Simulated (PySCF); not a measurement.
# Potential energy of GeSe along the bond

Set-up: PySCF, spin-free X2C with a Gaussian nucleus, basis sets Ge x2c-TZVPPall, Se x2c-TZVPPall. Energies in eV from Ge + Se in their ground configurations at the same level. State: ¹Σ⁺ (singlet), closed shell.

Curves on a restricted Hartree–Fock reference rise too fast on stretching and do not dissociate correctly.

```tsv
R (Å)	PBE	RHF-CCSD
1.840	-3.634	
1.926	-4.581	-4.002
2.012	-5.124	-4.504
2.076	-5.334	-4.677
2.140	-5.419	-4.719
2.204	-5.406	-4.659
2.290	-5.276	-4.463
2.397	-4.990	-4.090
2.525	-4.541	-3.532
2.696	-3.864
```

Question: Put a parabola through the three lowest points of the PBE curve and estimate Re, k and ωe (reduced mass 38.4 u; 1 eV/Å² = 0.16022 mdyn/Å; ωe = 1302.8·√(k/μ) cm⁻¹).

Answer: Through R = 2.076, 2.14, 2.204 Å the second-order coefficient is 12.0 eV/Å², so Re ≈ 2.164 Å, k ≈ 3.83 mdyn/Å and ωe ≈ 412 cm⁻¹. A polynomial fit of higher order to the unrounded PBE energies gives Re = 2.162 Å, k = 3.44 mdyn/Å, ωe = 390 cm⁻¹; anharmonicity and rounding make the difference.

The higher-order fit for each curve: PBE: Re = 2.162 Å, ωe = 390 cm⁻¹, De = 5.42 eV; RHF-CCSD: Re = 2.132 Å, ωe = 423 cm⁻¹, De = 4.72 eV.

Correlated steps freeze 18 core orbitals. Where the molecule has an RHF reference, its open-shell atoms are computed with UHF.
